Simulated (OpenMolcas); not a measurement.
Multiplet structure of Si

| Quantity | Value |
| --- | --- |
| Program | OpenMolcas 26.06 |
| Method | CASSCF |
| Basis | ANO-RCC-VTZP [5s4p2d1f] |
| Scalar Hamiltonian | DKH2, point nucleus |
| Active space | 4 electrons in 8 orbitals (3s 3p 4s 4p) |
| State averaging | 2S+1 = 3 even, 3 roots; 2S+1 = 1 even, 6 roots; 2S+1 = 5 odd, 1 root; 2S+1 = 3 odd, 8 roots |
| Spin-orbit coupling | state interaction with AMFI integrals over the reference wave functions, term energies averaged over their components |

With spin-orbit coupling, above the lowest level:

```csv
Configuration,Term,J,E (eV),Measured (eV),g,Term weight %
3s2 3p2,3P,0,0.0000,0.0000,,100
3s2 3p2,3P,1,0.0078,0.0096,1.501,100
3s2 3p2,3P,2,0.0228,0.0277,1.501,100
3s2 3p2,1D,2,1.0242,0.7810,1.000,100
3s2 3p2,1S,0,1.7614,1.9087,,100
3s 3p3,5S*,2,3.0779,4.1319,2.002,100
3s 3p3,3D*,1,6.6686,,0.499,100
3s 3p3,3D*,2,6.6709,,1.167,100
3s 3p3,3D*,3,6.6747,5.6192,1.334,100
3s 3p3,3P*,0,7.5795,,,100
3s 3p3,3P*,1,7.5814,,1.501,100
3s 3p3,3P*,2,7.5852,,1.501,100
```

Against the 6 measured excited levels shown (NIST Handbook of Basic Atomic Spectroscopic Data) the mean absolute deviation is 3400 cm-1; the largest miss in energy is 3s 3p3 3D* 3: computed 6.6747, measured 5.6192 eV (+18.8 %), and the largest in proportion 3s2 3p2 1D2 (+31.1 %).

Spin-orbit coupling puts the lowest level 0.0154 eV below the lowest spin-free term.

For 3P the intervals divided by the larger J are 63.0, 60.4 cm-1. Landé's interval rule makes them equal in pure LS coupling; they differ by 4 % of their mean. The multiplet is regular.

Without dynamic correlation excited terms often stand tens of per cent too high (terms of higher spin than the ground term too low), and those without a measured partner can miss by more than the paired ones. Active for correlation alone: 4p 4s; no level in the range computed is led by a configuration that fills them, so any true level of that kind is missing. Terms of s pⁿ other than that of highest spin mix with s² pⁿ⁻² d, which this space lacks; all of them can be thousands of cm-1 off, and some have no real level of that name. Measured partners are found by configuration, term and J. A level has none where our copy of the source lacks it or the pairing is in doubt (some pairs that miss far off the trend of their configuration count as doubtful), and it then counts in no deviation. Only configurations of the active space appear. The first state left out of the spin-orbit step lies near 84000 cm-1 above the lowest spin-free state of the reference (among the parities and spins computed), and the list stops at four fifths of that energy or lower.

The RASSCF and RASSI steps took 17 s on 1 thread of Arm Neoverse V1 (shared host); the integral step is not counted.

The term weight is that of the spin-free term in the level, not the purity of its configuration. * marks odd parity.
